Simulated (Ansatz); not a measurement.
CH5BrGaN, SMILES [CH3][Ga]([NH2])[Br].

Geometry: TPSSh-D3(BJ)/def2-SVP. The structure was generated by enumeration; whether it is a known compound was not checked. One conformer was computed; it need not be the lowest.

Two levels are set side by side: PBE/def2-SVPD (Ansatz, a program for electronic structure) and PBE0/def2-SVPD (Ansatz). Energy differences of separate SCF runs at the same geometry; the states with an electron removed or added have multiplicity 2 and 2. Differences are taken from unrounded values.

```csv
quantity,PBE0
vertical ionisation energy (eV),9.57
vertical singlet–triplet gap (eV),5.41
```

What does PBE give, and how far is it from PBE0? (The exact figures need the calculation; the answer reports its results.)


```json
[
 {"quantity": "vertical ionisation energy (eV)", "PBE": "9.28", "PBE minus PBE0": "-0.29"},
 {"quantity": "vertical singlet–triplet gap (eV)", "PBE": "5.10", "PBE minus PBE0": "-0.31"}
]
```
